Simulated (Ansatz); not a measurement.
```yaml
crystal:
  periodic: [false, false, false]
  atoms:
    - {symbol: F, position_ang: [2.420822, -1.129581, 0.913558]}
    - {symbol: In, position_ang: [1.751281, 0.692248, 0.381867]}
    - {symbol: F, position_ang: [0.355755, 0.045563, -1.147714]}
    - {symbol: In, position_ang: [-1.843100, -0.371172, -0.316871]}
    - {symbol: F, position_ang: [-1.484861, -2.314307, -0.598985]}
    - {symbol: F, position_ang: [-0.361008, 0.037853, 0.920819]}
    - {symbol: H, position_ang: [1.929065, 2.082850, 0.740294]}
    - {symbol: H, position_ang: [-3.129966, 0.585139, -1.137553]}
basis:
  gaussian: {orbitals: def2-SVP}
total_charge: 1
magnetization: {spin_polarized: true, initial_magnetization: 1}
hamiltonian: {xc: {name: PBE-QIDH}}
accuracy: high
output: {forces: true}
```

```sh
$ ansatz run in.yaml --threads 4 --pin off --events-out ev --progress --plain --max-ram 10444MiB
```

Shortened log:

```
Functional definition: PBE-QIDH
2769 factors; integrals over basis functions are off by at most 8.8e-9 eV
mean field evaluation 1: about -21172.0718 eV, gradient 6.7e1 eV
mean field evaluation 2: about -21172.1933 eV, gradient 6.7e1 eV
mean field evaluation 4: about -21185.9473 eV, gradient 3.2e1 eV
mean field evaluation 8: about -21190.1270 eV, gradient 2.0e0 eV
mean field evaluation 16: about -21190.7972 eV, gradient 8.4e-1 eV
mean field evaluation 32: about -21190.8039 eV, gradient 1.5e-1 eV
mean field evaluation 96: about -21190.6902 eV, gradient 4.1e0 eV
mean field -21190.84957099 eV, -778.7493580601 hartree, gradient 1.8e-8 eV, S^2 0.753933; 6 other end points of the search recorded, 0 dependent functions left out
12 core orbitals not correlated: weight in the atoms' cores, before any rotation towards them, 1.000 or more for the frozen orbitals, at most 0.000 for the correlated occupied ones
reference -21190.84957282 eV, -778.7493581274 hartree; 28, 27 occupied and 78, 79 virtual orbitals, 2769 factors
second order -26.84325442 eV of doubles, -0.00000000 eV of singles
Total energy: -21199.79732429 eV, -779.0781819290 hartree
Atom 0 at     2.420822    -1.129581     0.913558 Å, force    -0.601520     1.709897    -0.695039 eV/Å
Atom 1 at     1.751281     0.692248     0.381867 Å, force    -1.128391    -7.423155    -1.058883 eV/Å
Atom 2 at     0.355755     0.045563    -1.147714 Å, force    -0.469596    -0.022442    -0.851722 eV/Å
Atom 3 at    -1.843100    -0.371172    -0.316871 Å, force     1.126258     5.140007    -1.069010 eV/Å
Atom 4 at    -1.484861    -2.314307    -0.598985 Å, force     0.603660    -3.356985    -0.448755 eV/Å
Atom 5 at    -0.361008     0.037853     0.920819 Å, force    -0.982748    -0.052861     2.356257 eV/Å
Atom 6 at     1.929065     2.082850     0.740294 Å, force     0.707863     5.101829     1.027348 eV/Å
Atom 7 at    -3.129966     0.585139    -1.137553 Å, force     0.744474    -1.096290     0.739803 eV/Å
Dipole moment:    -1.663277     0.185753    -0.329509 e Å
```

It took 76 s on 4 threads of an Arm Neoverse V1 on a shared host, with 1.1 GiB of host memory at the peak.
